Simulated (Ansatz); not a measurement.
```xyz
2

C     0.0000    0.0000    0.6739
N     0.0000    0.0000   -0.6739
```

Basis set: STO-3G (spherical functions). Left uncorrelated: 2 orbitals. Correlation on ROHF uses semicanonical orbitals with singles. Charge 0, multiplicity 2.

Computed with Ansatz (development build ahead of 0.2.0); the reference of a correlated method needn't be the lowest determinant of its kind.

Give the atomization energy at this shape (free ground-state atoms in the same class of orbitals less the molecule, no zero-point energy) of doublet CN by UHF-CCSD(T), ROHF-CCSD(T).

```tsv
method	atomization energy
UHF-CCSD(T)	5.92 eV
ROHF-CCSD(T)	5.88 eV
```

Caution: the reference determinant was not shown to be the lowest; the shape is not the minimum. Caution for UHF-CCSD(T): the unrestricted determinant is a mixture of spin states. Caution for ROHF-CCSD(T): an unrestricted determinant lies well below; other determinants can give a lower correlated total.

This basis has no polarisation functions and is too small for such energies, which can lie far from measured ones in either direction.
